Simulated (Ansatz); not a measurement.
Ga₂Te₃. Total charge 0; triplet. Geometry r2SCAN-D4/def2-SVP; atoms count from 1.

```xyz
5

Ga    0.420    0.294   -0.428
Ga   -1.456   -1.018    1.485
Te    0.303   -2.227   -0.048
Te    1.989    1.391   -2.029
Te   -1.255    1.560    1.021
```

In the def2 sets Te takes a core potential; there is no spin–orbit coupling. At PBE0-D4/def2-TZVP a singlet of charge 0 lies 0.32 eV below the triplet, each at its own geometry. The structure comes from a short search, and lower isomers may exist.

**Question.** Estimate the Mulliken populations from the PBE0/def2-TZVP orbitals of Ansatz.

**Answer.** 
```json
{"atom": "Ga1", "charge (e)": "0.36", "spin (α − β)": "-0.07"}
{"atom": "Ga2", "charge (e)": "0.29", "spin (α − β)": "0.49"}
{"atom": "Te3", "charge (e)": "-0.27", "spin (α − β)": "0.29"}
{"atom": "Te4", "charge (e)": "-0.11", "spin (α − β)": "1.02"}
{"atom": "Te5", "charge (e)": "-0.27", "spin (α − β)": "0.29"}
```
Mulliken values depend strongly on the basis.

**Question.** Where does the spin sit?

**Answer.** Summed by element: Ga 0.41, Te 1.59, of 2 unpaired in all. Largest on single atoms: Te4 1.02, Ga2 0.49, Te5 0.29.

**Question.** And the Mayer bond orders between heavy atoms (over 0.3)?

**Answer.** Ga1–Te3 1.02 (2.55 Å); Ga1–Te4 1.15 (2.50 Å); Ga1–Te5 1.02 (2.55 Å); Ga2–Te3 0.96 (2.63 Å); Ga2–Te5 0.96 (2.63 Å).
